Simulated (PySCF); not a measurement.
C4H10OSSi2.
SMILES with atom numbers: `[CH3:1][C:2](=[S:3])[Si@H:4]1[CH2:5][CH2:6][SiH2:7][O:8]1`

Geometry (GFN2-xTB, Å), atoms numbered from 1 in this order:
```xyz
18
C4H10OSSi2 angstrom
C      2.4203    0.2560    1.2978
C      2.1441   -0.2742   -0.0594
S      3.2324   -1.1865   -0.8541
Si     0.4966    0.0751   -0.9140
C     -0.8495   -1.2333   -0.5749
C     -2.1756   -0.4666   -0.4573
Si    -1.7953    1.2747    0.2246
O     -0.2035    1.3546   -0.1698
H      1.6690   -0.1162    1.9956
H      3.4136   -0.0228    1.6450
H      2.3217    1.3419    1.2813
H      0.6898    0.4140   -2.3196
H     -0.9135   -2.0089   -1.3368
H     -0.6413   -1.7430    0.3690
H     -2.6138   -0.3652   -1.4521
H     -2.8955   -1.0290    0.1371
H     -2.4541    2.3500   -0.5024
H     -1.8542    1.3857    1.6782
```

NICS is the negative of the GIAO shielding at a point without a nucleus: at the ring centre (0) and 1 Å above and below it (1); zz is the component along the ring normal. Level: GIAO PBE0/pcSseg-1 (PySCF, non-relativistic, gas phase) on the GFN2-xTB geometry, one conformer.

Ring bond lengths (Å), with Mayer bond orders in brackets: Si4–C5 1.908 (0.91), C5–C6 1.536 (1.01), C6–Si7 1.908 (0.91), Si7–O8 1.642 (0.93), O8–Si4 1.637 (0.92).

Problem. What do the NICS probes read (ppm)?

Solution. 
```json
{"ring": "Si4–C5–C6–Si7–O8", "type": "5-membered ring with O and 2 Si; formal bonds all single", "NICS(0)": "-4.9", "NICS(1), two faces": "-2.6 / -2.9", "NICS(1)zz, two faces": "-2.5 / -3.2", "rms pucker (Å)": "0.15", "centre to ring atoms, mean (Å)": "1.46"}
```

Problem. What do they say, and how far can they be read as aromaticity?

Solution. 
- Si4–C5–C6–Si7–O8: mean NICS(1)zz -2.8 ppm, near zero. Si4, C5, C6, Si7 have four or more neighbours, and the NICS criterion for π rings isn't applied.

Problem. What field does 14.1 T along the ring normal induce along that normal at the second NICS(1) probe listed for ring Si4–C5–C6–Si7–O8, 1 Å off the ring?

Solution. NICSzz × B0 = -3.2 ppm × 14.1 T = -45 μT, against the applied field.

Problem. What are the shieldings of the ring atoms and their hydrogens in the same run (means over atoms taken as equivalent)?

Solution. 
| atoms | environment | σ isotropic (ppm) | principal values of the symmetric part, first atom (ppm) |
| --- | --- | --- | --- |
| Si4 | oxygen-bound silicon | 366.5 | 309.3, 365.3, 425.0 |
| C5 | sp3 carbon bound to silicon | 175.3 | 161.9, 177.6, 186.5 |
| C6 | sp3 carbon bound to silicon | 177.6 | 159.9, 178.8, 194.2 |
| Si7 | oxygen-bound silicon | 350.5 | 292.3, 348.3, 410.8 |
| O8 | siloxane oxygen | 281.8 | 209.5, 296.6, 339.3 |
| H12 | Si–H hydrogen | 26.85 | 22.6, 25.4, 32.5 |
| H13 | methylene hydrogen | 30.43 | 24.8, 28.4, 38.1 |
| H14 | methylene hydrogen | 30.96 | 26.6, 29.0, 37.4 |
| H15 | methylene hydrogen | 30.59 | 25.3, 28.2, 38.3 |
| H16 | methylene hydrogen | 30.50 | 25.6, 27.7, 38.3 |
| H17 | Si–H hydrogen | 26.47 | 23.2, 24.0, 32.2 |
| H18 | Si–H hydrogen | 26.43 | 22.4, 24.5, 32.3 |

Time: 80 s wall; peak memory 0.94 GiB. Hardware: Arm Neoverse N1, one thread, shared host. This is the whole shielding run at PBE0/pcSseg-1, SCF included.
